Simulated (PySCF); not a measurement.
# Static response to an electric field

C7H6N2Se.
SMILES with atom numbers: `[CH3:1][c:2]1[se:3][n:4][cH:5][c:6]1/[CH:7]=[CH:8]/[C:9]#[N:10]` (hydrogens: H11, H12, H13 on C1; H14 on C5; H15 on C7; H16 on C8)

Structure used (PBE0-D3(BJ)/def2-SVP), in Å, numbered top down from 1:
```
atom  x, y, z in Å
C1    -1.6522   -1.4678    0.7561
C2    -1.3899   -0.0311    0.4556
Se3   -2.7070    1.2663    0.4415
N4    -1.4920    2.5379    0.0135
C5    -0.3208    1.9819   -0.0806
C6    -0.1775    0.5665    0.1481
C7     1.0667   -0.1711    0.0708
C8     2.2812    0.3402   -0.2287
C9     3.4493   -0.4684   -0.2849
N10    4.4103   -1.1182   -0.3362
H11   -1.3565   -2.1072   -0.0908
H12   -1.0782   -1.7962    1.6372
H13   -2.7137   -1.6602    0.9617
H14    0.5254    2.6308   -0.3359
H15    1.0087   -1.2446    0.2743
H16    2.4225    1.4031   -0.4444
```

Level: wB97X-D/def2-SVPD (PySCF), static field, nuclei fixed, core orbitals frozen in the response. The polarisability tensor in these axes (au):

```
x   199.88 -19.48 -18.11
y   -19.48 115.22  -4.45
z   -18.11  -4.45  75.63
```

Problem. Give the principal values, the mean and the anisotropy Δα = √{½[(α1 − α2)² + (α2 − α3)² + (α1 − α3)²]}.

Solution. Principal values 71.78, 112.64 and 206.31 au; mean 130.24 au = 19.30 Å³ = 21.47 × 10⁻⁴⁰ C²·m²/J; Δα = 119.45 au (92 % of the mean).

Problem. What is the dipole moment, and where does it point?

Solution. (-4.25, -0.65, 0.85) D, 4.38 D in size, pointing from the negative to the positive side. Measured along this direction, the outermost atoms are N10 at the negative end and H13 at the positive end.

Problem. Along which axes do the principal values lie, and how far do the nuclei extend along each?

Solution. Largest value along (0.97, -0.20, -0.13), where the nuclei span 7.49 Å; middle along (0.17, 0.96, -0.20), 4.96 Å; least along (0.16, 0.17, 0.97), 1.78 Å. The response follows the extents in order.

Problem. Sum over states: ᾱ = Σ f/ω², ω in Eh. What share falls to these 6 lowest TDDFT singlets (eV, f)? 4.56, 0.6811; 5.05, 0.0300; 5.06, 0.0001; 5.37, 0.0005; 5.54, 0.0892; 5.83, 0.0004.

Solution. They add up to 27.34 au, 21.0 % of the 130.24 au; the largest single term is 24.30 au, from the state at 4.56 eV. Terms in order: 24.30, 0.87, 0.00, 0.01, 2.15, 0.01 au. Higher excitations give the rest. The strengths listed sum to 0.801.

Problem. Molar refractivity from α?

Solution. Lorentz–Lorenz: R = (4π/3)N_A α = 2.5225 cm³/(mol·Å³) × 19.30 Å³ = 48.7 cm³/mol, in the limit of long wavelengths.

One conformer (not necessarily the lowest) at the PBE0-D3(BJ)/def2-SVP geometry, without solvent, vibrations or thermal averaging. The calculation is non-relativistic, for selenium too.

The pairwise dispersion term of wB97X-D wasn't added to the energies; at a given geometry it leaves orbitals and properties as they are.
